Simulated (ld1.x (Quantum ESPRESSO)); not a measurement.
## mercury ultrasoft: all-electron and pseudo phase curves

```
Element                 : mercury (Hg)
Generator               : ld1.x (Quantum ESPRESSO) 7.5
Type                    : ultrasoft
Functional              : LDA (PZ)
Relativity              : fully relativistic
Frozen core             : [Xe] 4f14
Valence charge          : 12
Reference configuration : 5d10 6s2 6p0
Partial waves           : 6s (bound): rcut 2.00, rcutus 2.55 bohr; 6s channel at 3.5 Ry: rcut 2.00, rcutus 2.55 bohr; 6p (bound, empty): rcut 2.35, rcutus 3.10 bohr; 6p channel at 0.65 Ry: rcut 2.35, rcutus 3.10 bohr; 5d (bound): rcut 1.15, rcutus 1.40 bohr; 5d channel at -0.4 Ry: rcut 1.15, rcutus 1.40 bohr
Local potential         : all-electron potential smoothed inside 1.05 bohr (lloc = -1)
Core correction         : a·sin(br)/r model core inside 1.25 bohr
Augmentation charge     : PSQ, radius 1.15 bohr
```

Open shells are filled in proportion to 2j + 1 (rel_dist='average').

The phase is arctan(r·u′/u) with u = r·R(r), unwrapped; energies in Ry, scanned from -3 to 5 Ry. A pole is an energy at which the radial function vanishes at the test radius. The pseudo phase is shifted by a multiple of π to meet the all-electron one at the reference energy, and phase errors are pseudo minus all-electron; the curves can meet again beyond the range given. Levels narrower than the energy grid can be missing from the lists of poles.

For each channel, where are the poles, and over which energies does the pseudopotential scatter like the atom?

```
channel  radius (bohr)  reference energy (Ry)  poles, all-electron     poles, pseudo  unbroken range about the reference energy with phases within 0.05 rad  phase error 1 Ry above the reference energy (rad)
      s           3.36                  -0.53           0.01, 4.77  0.01, 2.35, 4.87                                                              below 1.7                                             -0.001
   p1/2           3.36                  -0.13                 0.84        0.84, 4.66                                                              below 2.5                                             -0.000
   p3/2           3.36                  -0.08                 1.18        1.18, 4.42                                                              below 2.7                                             -0.000
   d3/2           3.36                  -0.82          -0.77, 2.85       -0.77, 2.85                                                        the whole range                                             -0.000
   d5/2           3.36                  -0.69          -0.62, 2.96       -0.62, 2.96                                                        the whole range                                             -0.000
```

Note: ghost states, extra bound levels that the all-electron valence spectrum of the same l lacks: p1/2 at -74078.2 eV, p3/2 at -3110.1 eV (s not tested). A true bound ghost makes a file unfit for plane-wave use. Its overlap operator is not positive definite in a basis up to 400 Ry (lowest eigenvalue s -0.47), so the file is unfit for use: the generalised eigenproblem breaks down once the basis is large enough, and its test numbers describe a broken file.

Phases in the d5/2 channel:

| E (Ry) | all-electron | pseudo |
| --- | --- | --- |
| -3.00 | 1.401 | 1.401 |
| -2.52 | 1.385 | 1.385 |
| -2.04 | 1.364 | 1.364 |
| -1.56 | 1.330 | 1.330 |
| -1.08 | 1.250 | 1.250 |
| -0.60 | -1.612 | -1.612 |
| -0.12 | -1.860 | -1.860 |
| 0.36 | -2.030 | -2.030 |
| 0.84 | -2.521 | -2.522 |
| 1.32 | -3.911 | -3.912 |
| 1.80 | -4.441 | -4.441 |
| 2.28 | -4.603 | -4.604 |
| 2.76 | -4.686 | -4.687 |
| 3.24 | -4.745 | -4.745 |
| 3.72 | -4.800 | -4.800 |
| 4.20 | -4.866 | -4.867 |
| 4.68 | -4.980 | -4.983 |
